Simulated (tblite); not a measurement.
Compound: CH7ClFPSi2 (charge +1 and doublet state).
Cartesian coordinates in Å at the GFN2-xTB level; atoms count from 1:
```
atom  x, y, z in Å
F1     0.283    0.535   -1.723
C2     1.375    0.301   -0.919
Cl3    1.551    1.716    0.167
Si4    1.019   -1.260    0.186
Si5   -0.953   -0.431    1.305
P6    -2.012    1.053   -0.077
H7     2.247    0.263   -1.574
H8     2.145   -1.422    1.098
H9     0.734   -2.393   -0.696
H10   -2.010   -1.423    1.525
H11   -0.736    0.373    2.508
H12   -2.342    0.526   -1.314
H13   -1.306    2.163   -0.503
```

Calculated harmonic vibrations of the isolated species, GFN2-xTB (tblite), most abundant isotopes, no scaling. The method is semi-empirical: single wavenumbers can be off by several per cent or more. Modes of hydrogen on phosphorus and silicon can be 10 to 20 % off. One conformer, not necessarily the lowest. Open shells enter through the occupations alone, without spin polarisation, and single modes of such species can be off by tens of per cent.

Harmonic wavenumbers (cm⁻¹): 45.1, 55.4, 96.6, 123.9, 155.6, 192.7, 279.7, 305.3, 327.1, 332.3, 378.3, 381.7, 409.4, 415.7, 498.7, 509.5, 561.0, 595.0, 645.1, 700.2, 718.9, 743.4, 986.0, 1013.2, 1095.9, 1216.1, 2241.1, 2254.5, 2268.1, 2309.1, 2350.0, 2417.1, 2949.4.

A = 1638, B = 1195, C = 963.0 MHz; mass 159.950 u (most abundant isotopes); point group C1, symmetry number 1; spin multiplicity 2.

Zero-point energy?

Half the sum of the wavenumbers: 14786 cm⁻¹ = 176.87 kJ/mol.

Give the ideal-gas entropy at 298.15 K and 1 bar in the rigid-rotor, harmonic-oscillator model (classical rotation).

Translation 172.15, rotation 123.53, vibration 142.91, spin (R ln 2) 5.76: S = 444.3 J/(mol K).

And Cp and H(298.15 K) − H(0)?

Cp = 172.61 J/(mol K), of which vibrations give 139.35 (their classical limit is 33 R = 274.4); H(298.15 K) − H(0) = 32.34 kJ/mol without the zero-point energy, 22.43 from vibrations.

What must be added to the electronic energy to get the Gibbs energy at 298.15 K and 1 bar?

ZPE + [H(298.15 K) − H(0)] − T·S = 176.87 + 32.34 − 132.48 = 76.73 kJ/mol.

Blend soft modes into free rotors: weight 1/[1 + (100 cm⁻¹/ν̃)⁴] for the oscillator and the rest for a rotor with moment μB/(μ + B), μ = h/(8π²ν), B = 10⁻⁴⁴ kg m². What vibrational entropy results?

130.99 J/(mol K) in place of 142.91, which changes −T·S at 298.15 K by +3.55 kJ/mol.

How do the functions run with temperature in this model?

```
 T (K)  S (J/(mol K))  Cp (J/(mol K))  H − H(0) (kJ/mol)  G − H(0) (kJ/mol)  ln q(vib)
    50          258.0            58.3               2.19             -10.71       0.65
   100          306.6            85.4               5.77             -24.89       2.05
373.15          485.2           191.3              46.02            -135.03      10.37
   500          544.5           213.7              71.80            -200.45      13.90
   750          637.0           242.5             129.10            -348.68      19.97
  1000          709.5           261.2             192.21            -517.33      25.12
```

q(vib) and H(0) count from the zero-point level.

Hindered rotation and anharmonicity are outside this model. Other conformers, if any are populated, would add a mixing term that is left out. The structure is chiral; the term R ln 2 for an equal mix with its mirror image is left out.

Time: 0.56 s wall. Hardware: Arm Neoverse V1, one thread, on a shared host. The figure is for the frequency step alone.
